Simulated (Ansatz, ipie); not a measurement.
BeH2 (SMILES [BeH2]), multiplicity 1, with the Be1–H2 bond stretched and the rest rigid; cc-pVDZ, all electrons correlated; total energies in hartree.
Geometry at rest (charge 0, multiplicity 1):
```xyz
3

Be     0.00000     0.00000     0.00000
H      0.00000     0.00000    -1.33009
H      0.00000     0.00000     1.33009
```

Phaseless AFQMC takes the named determinant as trial and start, 200 walkers, a time step of 0.005 inverse hartree and 600 blocks of 25 steps, of which the first fifth is dropped; its bars are rough statistical errors and leave out the phaseless and time-step bias. At long bonds its restricted trial need not be the state that the restricted coupled-cluster runs follow.

Run with Ansatz (Gaussian basis) for Hartree–Fock, density functionals and correlated methods; ipie for AFQMC. 

Errors against full CI in this basis (millihartree):

```csv
level,R = 1.33 Å,R = 1.73 Å,R = 2.13 Å,R = 2.66 Å,R = 3.46 Å
R-HF,69.1,70.6,75.9,91.0,128.6
U-HF,69.1,70.6,75.8,63.6,44.6
R-MP2,17.3,18.7,22.5,33.2,57.5
U-MP2,17.3,18.7,25.1,30.9,15.9
R-CCSD,0.6,0.8,1.2,2.2,4.4
U-CCSD,0.6,0.8,1.2,2.6,3.1
R-CCSD(T),0.2,0.2,0.4,0.6,-0.3
U-CCSD(T),0.2,0.2,0.4,1.1,2.1
R-CCSDT,0.0,0.0,0.0,0.1,0.2
R-CCSDT(Q),0.0,0.0,0.0,0.0,0.0
AFQMC@RHF,-,-,-0.1 ± 1.0,3.3 ± 1.7,26.3 ± 2.4
AFQMC@UHF,-0.7 ± 0.5,-,-1.1 ± 0.8,-,2.3 ± 0.4
```

AFQMC runs whose block means still drift are left out.

Doubts at one or more of the structures used: a spin-contaminated determinant (U-HF/cc-pVDZ, U-MP2/cc-pVDZ, U-CCSD/cc-pVDZ, U-CCSD(T)/cc-pVDZ); other coupled-cluster roots lie near (R-CCSD/cc-pVDZ, R-CCSD(T)/cc-pVDZ, R-CCSDT/cc-pVDZ, R-CCSDT(Q)/cc-pVDZ); T1 above 0.05 (R-CCSD/cc-pVDZ, U-CCSD/cc-pVDZ, R-CCSD(T)/cc-pVDZ, U-CCSD(T)/cc-pVDZ, R-CCSDT/cc-pVDZ, R-CCSDT(Q)/cc-pVDZ).

Ansatz is an electronic-structure program.
